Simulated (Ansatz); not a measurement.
Reaction (substitution at a C–C bond): `CBCC(O)=S` + CH₃SH → `CBCSC` + `OC=S`

Gas-phase electronic energies from Ansatz, PBE0-D4/def2-TZVP geometries. CCSD(T)/CBS is the MP2 limit (def2-TZVPP, def2-QZVPP) plus CCSD(T) − MP2 in def2-TZVPP, frozen cores. This one scheme is used for every species. One conformer a species, not always the lowest.

```csv
species,MP2/def2-TZVPP energy (Eh)
`CBCC(O)=S`,-615.85335
CH₃SH,-438.11556
`CBCSC`,-541.92643
`OC=S`,-512.03144
```

**Question.** Work out ΔE.

**Answer.** ΔE = (-541.92643) + (-512.03144) − (-615.85335) − (-438.11556) = 0.01104 Eh = +6.9 kcal/mol. CCSD(T)/CBS gives +6.8 kcal/mol.

Largest T1 diagnostic among the species: 0.018.
